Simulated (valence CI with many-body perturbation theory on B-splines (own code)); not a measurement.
Results of a calculation; reference values are marked as such.
Hyperfine factors and g values of Tm64+

Level of theory: relativistic CI+MBPT: three valence electrons over a frozen Dirac-Fock core [He], radial functions for each j: 11 s, 11 p, 10 d, 8 f, 5 g, 2 h, with the one-electron correlation potential Σ1 (screened to all orders), the two-electron term Σ2, the three-electron term Σ3, Breit, model QED; selected single and double excitations, second order for the rest, scaled by the run's own slope (own B-spline code, finite nucleus).

The last digits are not significant, and no measured levels were compared; by estimate large intervals hold to a few tenths of a per cent, small ones and those within an open d or f shell to about a per cent.

A/g_I is the dipole constant over the nuclear g factor μ/I (μ in nuclear magnetons, uniformly magnetised nucleus), B/Q the quadrupole constant per barn. Both hold the static response of the core; the bare values leave it out. Large factors of s and p1/2 electrons are usually good to 5 to 10 %; those of open d and f shells near neutrality can be off by tens of per cent, and small factors of p3/2, d and f electrons come from cancelling terms and can be off by a factor of two or in sign, in half-filled shells by more. B is blank for J = 1/2, where it vanishes, and for nearly pure S terms. Energies count from the lowest level.

Levels are named by their leading jj configuration (3d3/2^4 stands for four electrons in 3d with j = 3/2), which in mixed levels can hold well under half, so a name can repeat and another be missing. Letters in brackets count levels of one name in rising energy.

```
                     Level  E (eV)      g  A/g_I (MHz)  A/g_I bare  B/Q (MHz/b)  B/Q bare
        (2s^2 2p1/2) J=1/2     0.0  0.623      5580000     5560000                       
        (2s 2p1/2^2) J=1/2   240.8  2.052     1.69e+07    1.68e+07                       
        (2s^2 2p3/2) J=3/2  1064.7  1.302       682000      697000      1340000   1340000
(2s 2p1/2 2p3/2) J=3/2 [a]  1233.6  1.626      4120000     4100000      1050000   1050000
    (2s 2p1/2 2p3/2) J=5/2  1272.6  1.315      4930000     4900000      1130000   1130000
    (2s 2p1/2 2p3/2) J=1/2  1338.6  1.263     -6290000    -6190000                       
(2s 2p1/2 2p3/2) J=3/2 [b]  1340.6  0.974        39900       72200       699000    700000
     (2p1/2^2 2p3/2) J=3/2  1591.7  1.320       633000      664000      1290000   1290000
        (2s 2p3/2^2) J=5/2  2316.1  1.417      3980000     3960000       206000    206000
        (2s 2p3/2^2) J=1/2  2416.1  1.915     1.71e+07    1.70e+07                       
        (2s 2p3/2^2) J=3/2  2416.8  1.172     -2610000    -2550000      -157000   -157000
     (2p1/2 2p3/2^2) J=3/2  2611.5  1.436      -340000     -297000        80300     80400
     (2p1/2 2p3/2^2) J=5/2  2633.9  1.166      1640000     1650000        -4080     -4090
     (2p1/2 2p3/2^2) J=1/2  2686.3  0.623      5600000     5560000                       
           (2p3/2^3) J=3/2  3716.6  1.287       662000      690000     -1370000  -1370000
           (2s^2 3s) J=1/2  9033.8  1.984      5050000     5010000                       
        (2s^2 3p1/2) J=1/2  9114.3  0.662      1680000     1670000                       
   (2s 2p1/2 3s) J=1/2 [a]  9194.8  2.353      9670000     9570000                       
       (2s 2p1/2 3s) J=3/2  9220.7  1.536      9220000     9130000      -116000   -116000
   (2s 2p1/2 3s) J=1/2 [b]  9248.7  0.707      8800000     8730000                       
(2s 2p1/2 3p1/2) J=1/2 [a]  9262.7  0.265     -1010000     -975000                       
    (2s 2p1/2 3p1/2) J=3/2  9289.5  1.093      8140000     8060000      -116000   -116000
(2s 2p1/2 3p1/2) J=1/2 [b]  9330.2  1.924     1.73e+07    1.71e+07                       
        (2s^2 3p3/2) J=3/2  9429.2  1.322       245000      250000       401000    402000
        (2s^2 3d3/2) J=3/2  9483.9  0.788       141000      141000        75300     75900
        (2p1/2^2 3s) J=1/2  9484.3  1.962      4470000     4430000                       
     (2p1/2^2 3p1/2) J=1/2  9549.3  0.643      1520000     1520000                       
        (2s^2 3d5/2) J=5/2  9568.6  1.191       201000      199000       109000    110000
(2s 2p1/2 3p3/2) J=3/2 [a]  9588.3  1.391       811000      809000       398000    398000
    (2s 2p1/2 3p3/2) J=5/2  9619.3  1.315      4520000     4480000       272000    272000
(2s 2p1/2 3p3/2) J=3/2 [b]  9621.9  1.243      2580000     2560000       174000    175000
    (2s 2p1/2 3p3/2) J=1/2  9628.0  1.347     -6800000    -6720000                       
(2s 2p1/2 3d3/2) J=3/2 [a]  9631.4  0.568     -1460000    -1440000        82200     82800
    (2s 2p1/2 3d3/2) J=5/2  9660.6  1.008      4540000     4500000       -29300    -28900
(2s 2p1/2 3d3/2) J=3/2 [b]  9678.0  1.168      4580000     4520000        96300     96600
    (2s 2p1/2 3d3/2) J=1/2  9682.6  0.434     -7220000    -7150000                       
(2s 2p1/2 3d5/2) J=5/2 [a]  9727.9  1.305      1130000     1110000        88100     88800
    (2s 2p1/2 3d5/2) J=7/2  9755.3  1.225      3290000     3260000       -38000    -37400
(2s 2p1/2 3d5/2) J=5/2 [b]  9766.7  1.072       361000      362000       173000    174000
    (2s 2p1/2 3d5/2) J=3/2  9767.3  1.109     -4270000    -4230000        39100     39600
```

Task: Take the isotope of mass number 171, with I = 1/2, μ = -0.23 μN. What is the hyperfine structure of (2s 2p1/2 2p3/2) J=3/2 [a]?

Result: From the table A = -1900000 MHz. Shifts from the centre of gravity in MHz: F = 1: 2380000, F = 2: -1420000.
